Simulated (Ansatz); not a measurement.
Input for Ansatz (a program for electronic structure): U-B3LYP/def2-TZVPP on H2ISi (SMILES [SiH2]I), 2S+1 = 2, atoms moved off the minimum. Elements past Kr take the def2 small-core potentials; no spin–orbit coupling.

Ansatz 0.2 input:
```yaml
crystal:
  periodic: [false, false, false]
  atoms:
    - {symbol: Si, position_ang: [-1.83722156, -0.00688899, 0.49074652]}
    - {symbol: I, position_ang: [0.55795842, -0.03322036, -0.07171335]}
    - {symbol: H, position_ang: [-2.41659377, 1.33041916, -0.20682587]}
    - {symbol: H, position_ang: [-2.43543421, -1.12053841, -0.12436191]}
basis:
  gaussian:
    orbitals: def2-TZVPP
hamiltonian:
  xc: {name: B3LYP}
magnetization: {spin_polarized: true, initial_magnetization: 1}
output: {forces: true}
```

Program output:

```
WARN ansatz: RAYON_NUM_THREADS=1 ignored (pool sized by the plan → 1); use --threads N
Functional definition: B3LYP
integrals: 0.04 GiB planned
820 factors; their error is unknown
mean field: 0.50 GiB planned
mean field evaluation 1: about -16013.2837 eV, gradient 8.3e0 eV
mean field evaluation 2: about -16013.4820 eV, gradient 7.9e0 eV
mean field evaluation 4: about -16013.8451 eV, gradient 5.0e-1 eV
mean field evaluation 8: about -16013.8472 eV, gradient 1.6e-2 eV
mean field evaluation 16: about -16014.0763 eV, gradient 7.0e-5 eV
mean field -16014.07632163 eV, -588.5064500892 hartree, gradient 2.1e-5 eV, S^2 0.752597; 0 other end points of the search recorded, 0 dependent functions left out
the calculation of the forces begins
reference -16014.07652946 eV, -588.5064577266 hartree; 21, 20 occupied and 99, 100 virtual orbitals, 820 factors
Total energy: -16014.07652946 eV, -588.5064577266 hartree
Atom 0 at    -1.837222    -0.006889     0.490747 Å, force     0.192931     2.787583    -0.269235 eV/Å
Atom 1 at     0.557958    -0.033220    -0.071713 Å, force     0.021814    -0.058557     0.074785 eV/Å
Atom 2 at    -2.416594     1.330419    -0.206826 Å, force     0.501039    -1.363216     0.833355 eV/Å
Atom 3 at    -2.435434    -1.120538    -0.124362 Å, force    -0.715783    -1.365810    -0.638905 eV/Å
Dipole moment:    -0.193750    -0.046582     0.066399 e Å
```

Self-consistency was reached.

Cost: very roughly 4 core-seconds.
